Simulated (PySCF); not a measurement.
Orbital picture of TlH

RHF at R = 1.915 Å; PySCF, scalar-relativistic core potentials, basis sets Tl cc-pVDZ-PP with ECP60, H cc-pVDZ. State: ¹Σ⁺ (singlet), closed shell. Only the outer orbitals are listed, counted within each symmetry, core potentials removing the inner ones.

```csv
orbital,occ.,ε (eV),on Tl (%),main shells (%)
1δ,2,-23.08,100,100 Tl d
1δ,2,-23.08,100,100 Tl d
3σ,2,-22.86,98,98 Tl d
2π,2,-22.76,100,100 Tl d
2π,2,-22.76,100,100 Tl d
4σ,2,-13.57,76,"74 Tl s, 23 H s"
5σ,2,-7.78,61,"39 H s, 38 Tl p, 21 Tl s"
3π,0,0.77,100,100 Tl p
3π,0,0.77,100,100 Tl p
6σ,0,3.94,82,"80 Tl p, 18 H s"
```

**Question.** Which are the highest filled and the lowest empty level, where do they sit, and how wide is the gap?

**Answer.** Highest filled 5σ at -7.78 eV (in %: 39 H s, 38 Tl p, 21 Tl s); lowest empty 3π at 0.77 eV (in %: 100 Tl p); the gap at RHF is 8.55 eV. An empty level above zero is unbound, and its energy depends on the basis.

* bond order (Mayer): 0.90
* ⟨S²⟩: 0.000
* charge on Tl (Mulliken, basis-dependent): 0.28
* charge on Tl (Löwdin, basis-dependent): 0.24
* dipole moment (positive dipole means Tl(−)H(+)): -1.17 D
* polarisability along the bond: 52.7 bohr³
* polarisability across the bond: 32.7 bohr³

These are scalar-relativistic numbers at best; spin–orbit coupling would shift them, the dissociation energy most.
